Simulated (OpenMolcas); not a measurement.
# Computed transition rates of As II

```yaml
Program: OpenMolcas 26.06
Method: "MS-RASPT2, IPEA 0.25 Eh, imaginary shift 0.1 Eh (closed shells correlated: 3d)"
Basis: ANO-RCC [9s8p6d4f2g]
Scalar_Hamiltonian: DKH2, point nucleus
Active_space: 4 electrons in 9 orbitals (RAS2 4s 4p; RAS3 4d, at most 2 electrons)
State_averaging: 2S+1 = 3 even, 6 roots; 2S+1 = 1 even, 6 roots; 2S+1 = 5 odd, 1 root; 2S+1 = 3 odd, 8 roots; 2S+1 = 1 odd, 8 roots
Spin-orbit_coupling: state interaction with AMFI integrals over the reference wave functions, term energies averaged over their components
```

Rates come from the transition moments of the reference wave functions (E1 and E2 in the length form). At fixed line strength A goes as λ^-3 for E1 and M1 and as λ^-5 for E2, so a rate at the computed wavelength can be rescaled to the measured one. Measured vacuum wavelengths follow from level energies in NIST Handbook of Basic Atomic Spectroscopic Data. Branching counts decays inside the model space alone, at computed energies, and the table is only a selection of the E2 and M1 lines, drawn from those between levels with measured partners whose computed energy lies within a factor of 1.5 of the measured one.

```json
{"Upper": "4s² 4p² ¹S₀", "Lower": "4s² 4p² ³P₁", "Type": "M1", "λ computed (nm)": "457.4", "λ measured (nm)": "464.4", "A computed (s-1)": "4.88e+00", "A rescaled (s-1)": "", "Branching %": "68.8"}
{"Upper": "4s² 4p² ¹S₀", "Lower": "4s² 4p² ¹D₂", "Type": "E2", "λ computed (nm)": "789.6", "λ measured (nm)": "799.8", "A computed (s-1)": "2.03e+00", "A rescaled (s-1)": "1.90e+00", "Branching %": "28.6"}
{"Upper": "4s² 4p² ¹D₂", "Lower": "4s² 4p² ³P₂", "Type": "M1", "λ computed (nm)": "1277", "λ measured (nm)": "1324", "A computed (s-1)": "3.47e-01", "A rescaled (s-1)": "", "Branching %": "64.1"}
{"Upper": "4s² 4p² ¹D₂", "Lower": "4s² 4p² ³P₁", "Type": "M1", "λ computed (nm)": "1087", "λ measured (nm)": "1107", "A computed (s-1)": "1.91e-01", "A rescaled (s-1)": "", "Branching %": "35.3"}
{"Upper": "4s² 4p² ¹S₀", "Lower": "4s² 4p² ³P₂", "Type": "E2", "λ computed (nm)": "488", "λ measured (nm)": "498.6", "A computed (s-1)": "1.84e-01", "A rescaled (s-1)": "", "Branching %": "2.6"}
{"Upper": "4s² 4p² ³P₂", "Lower": "4s² 4p² ³P₁", "Type": "M1", "λ computed (nm)": "7296", "λ measured (nm)": "6767", "A computed (s-1)": "3.43e-02", "A rescaled (s-1)": "4.30e-02", "Branching %": "99.9"}
{"Upper": "4s² 4p² ³P₁", "Lower": "4s² 4p² ³P₀", "Type": "M1", "λ computed (nm)": "10500", "λ measured (nm)": "9403", "A computed (s-1)": "1.55e-02", "A rescaled (s-1)": "2.16e-02", "Branching %": "100.0"}
```

Spin-changing lines and M1 lines between different terms are not rescaled, since their strength hangs on the term gaps too.

The largest correction is for 4s² 4p² ³P₁ → 4s² 4p² ³P₀ (M1): 1.55e-02 × (10500 / 9403)^3 = 2.16e-02 s-1, a factor of 1.39.

No measured rate stands beside these. Rescaling mends the energy factor alone: line strengths can still be far off where a level mixes with configurations outside the active space, and weak or spin-changing lines hang on small mixing coefficients that depend on the term gaps too, so rescaling need not improve them.

CASPT2 does not keep the components of a term degenerate, so their means are used; among the terms shown or strongly mixed into the levels shown the widest spread is 40 cm-1 (4s² 4p² ¹D). Over all roots computed the reference weight is 0.90 to 0.97; the roots of lowest weight are the least certain, and an intruder state may touch them. The run also gave levels led by 4s 4p² 4d, 4s² 4p 4d, which use shells meant for correlation; these and all levels above them are left out. Computed and measured levels are paired by configuration, term and J; levels that our copy of the source lacks, or whose pairing is in doubt (as where it misses far off the trend of its configuration), stay unpaired. Levels of configurations outside the active space are missing.
